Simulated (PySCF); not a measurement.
Species: 1-chloroborepin, C6H6BCl.
Numbering: `[Cl:1][B:2]1[CH:3]=[CH:4][CH:5]=[CH:6][CH:7]=[CH:8]1`

Geometry (PBE0-D3(BJ)/def2-TZVP, Å), atoms numbered from 1 in this order:
```
atom  x, y, z in Å
Cl1    1.3213    3.0535   -0.8146
B2     0.6319    1.4632   -0.3906
C3     1.4338    0.2348   -0.7784
C4     1.1149   -1.0714   -0.5568
C5    -0.0271   -1.6241    0.0786
C6    -1.1082   -1.0089    0.6376
C7    -1.4173    0.3713    0.7502
C8    -0.7059    1.4532    0.3256
H9     2.3785    0.3969   -1.2938
H10    1.8229   -1.8183   -0.9104
H11   -0.0374   -2.7093    0.1248
H12   -1.8525   -1.6758    1.0634
H13   -2.3638    0.5683    1.2498
H14   -1.1669    2.4165    0.5345
```

NICS is the negative of the GIAO shielding at a point without a nucleus: at the ring centre (0) and 1 Å above and below it (1); zz is the component along the ring normal. Level: GIAO B97-2/pcSseg-2 (PySCF, non-relativistic, gas phase) on the PBE0-D3(BJ)/def2-TZVP geometry, one conformer.

Ring bond lengths (Å): B2–C3 1.517, C3–C4 1.363, C4–C5 1.419, C5–C6 1.364, C6–C7 1.419, C7–C8 1.363, C8–B2 1.518.

Problem. What do the NICS probes read (ppm)?

Solution. 
```
                ring                                                     type  NICS(0)  NICS(1), two faces  NICS(1)zz, two faces  rms pucker (Å)  centre to ring atoms, mean (Å)
B2–C3–C4–C5–C6–C7–C8  7-membered ring with B; formal bonds 3 double, 4 single     -2.6         -5.6 / -5.6         -15.9 / -15.9            0.00                            1.64
```

Problem. What can be read from them?

Solution. 
- B2–C3–C4–C5–C6–C7–C8: mean NICS(1)zz -15.9 ppm, shielded.

Problem. At the second NICS(1) probe listed for ring B2–C3–C4–C5–C6–C7–C8, 1 Å off the ring, how large is the induced field along the normal in 1 T applied along it?

Solution. NICSzz × B0 = -15.9 ppm × 1 T = -16 μT, against the applied field.

Problem. How shielded are the nuclei of the rings and their hydrogens (means over atoms taken as equivalent)?

Solution. 
```csv
atoms,environment,σ isotropic (ppm)
B2,ring boron,53.2
C3 (×2),unsaturated ring CH carbon,24.9
C4 (×2),unsaturated ring CH carbon,31.2
C5 (×2),unsaturated ring CH carbon,42.1
H9 (×2),vinylic hydrogen,23.53
H10 (×2),vinylic hydrogen,23.54
H11 (×2),vinylic hydrogen,24.11
```

Problem. How do the values depend on the level or the medium?

Solution. 
```tsv
level	NICS(0), B2–C3–C4–C5–C6–C7–C8	mean NICS(1)zz, B2–C3–C4–C5–C6–C7–C8
B97-2/pcSseg-2, gas	-2.6	-15.9
KT3/pcSseg-2, gas	-2.9	-15.7
PBE0/pcSseg-2, gas	-2.5	-15.9
wB97X-D/pcSseg-2, gas	-2.4	-15.7
WP04/pcSseg-2, IEF-PCM chloroform	-3.3	-16.3
wB97X-D/pcSseg-2, IEF-PCM chloroform	-2.5	-16.4
```

The geometry is the same throughout; the continuum's cavity takes Bondi-type radii × 1.2.
